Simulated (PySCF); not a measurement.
All of these have the formula C6H6F4. The calculation used TDDFT PBE0/def2-SVPD, vertical, gas phase, core orbitals frozen in the response in PySCF. Geometries: GFN2-xTB; one conformer of each isolated species. Triplets are in the Tamm–Dancoff approximation.

A. `C=C(C)/C(F)=C/C(F)(F)F`
B. `C(C1=C[C@@H](C1)F)C(F)(F)F`
C. `C=CC/C(=C/F)C(F)(F)F`
D. `CC#CC[C@H](F)C(F)(F)F`

Lowest singlet levels (six at most, fewer where fewer were computed) with oscillator strengths:

1. 187 nm (f 0.000); 179 nm (f 0.006); 178 nm (f 0.002); 177 nm (f 0.006); 175 nm (f 0.008); 163 nm (f 0.000); T1 5.44 eV
2. 220 nm (f 0.628); 190 nm (f 0.003); 180 nm (f 0.000); 172 nm (f 0.001); 163 nm (f 0.000); 160 nm (f 0.008); T1 3.15 eV
3. 182 nm (f 0.199); 176 nm (f 0.004); 169 nm (f 0.046); 165 nm (f 0.024); 157 nm (f 0.022); 152 nm (f 0.006); T1 4.24 eV
4. 192 nm (f 0.011); 183 nm (f 0.021); 170 nm (f 0.226); 165 nm (f 0.032); 162 nm (f 0.078); 161 nm (f 0.403); T1 4.34 eV

Problem. Match each spectrum to its molecule.

Solution. 1 = D, 2 = A, 3 = B, 4 = C.
- A: S1 at 5.64 eV, HOMO→LUMO (98%); Löwdin shares by element: HOMO carbon 81% or more (atoms not listed hold the other 19%); LUMO carbon 75% or more (atoms not listed hold the other 25%); HOMO -7.66 and LUMO -1.84 eV; point group Cs, 2 of its 6 listed states under f = 0.0005.
- B: S1 at 6.81 eV, HOMO→LUMO (84%), HOMO-2→LUMO (12%); Löwdin shares by element: HOMO carbon 77% or more (atoms not listed hold the other 23%); LUMO carbon 68% or more, hydrogen 6% or more (atoms not listed hold the other 26%); HOMO -7.97 and LUMO -0.55 eV.
- C: S1 at 6.47 eV, HOMO→LUMO (59%), HOMO-1→LUMO (40%); Löwdin shares by element: HOMO carbon 70% or more (atoms not listed hold the other 31%); LUMO carbon 63% or more, fluorine 9% or more, hydrogen 6% or more (atoms not listed hold the other 22%); HOMO -8.08 and LUMO -0.55 eV.
- D: S1 at 6.63 eV, HOMO→LUMO+2 (45%), HOMO-1→LUMO+2 (15%), HOMO→LUMO+3 (13%); Löwdin shares by element: HOMO carbon 88% or more; LUMO carbon 55% or more (atoms not listed hold the other 45%); HOMO -7.68 and LUMO 0.51 eV.
